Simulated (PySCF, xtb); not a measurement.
C4H6F2, SMILES F[C@H]1C[C@@H](F)C1.

Harmonic wavenumbers (cm⁻¹) from GFN2-xTB run with xtb at its own minimum, in rising order: 84, 337, 407, 418, 426, 605, 816, 862, 949, 985, 1043, 1058, 1070, 1103, 1151, 1166, 1193, 1226, 1229, 1240, 1310, 1313, 1435, 1448, 2953, 2954, 3035, 3035, 3037, 3041.

Problem. What does PySCF with PBE-D3(BJ)/def2-SVP give at its own minimum? (Estimate from the structure and the level; the computed values follow.)

Solution. 105, 314, 414, 418, 453, 562, 765, 790, 895, 945, 1005, 1025, 1059, 1096, 1143, 1160, 1180, 1209, 1224, 1266, 1344, 1354, 1378, 1426, 2984, 2989, 3009, 3014, 3085, 3088. Paired by order, the mean absolute difference is 29 cm⁻¹ and the zero-point energies are 58.5 and 58.2 kcal/mol.
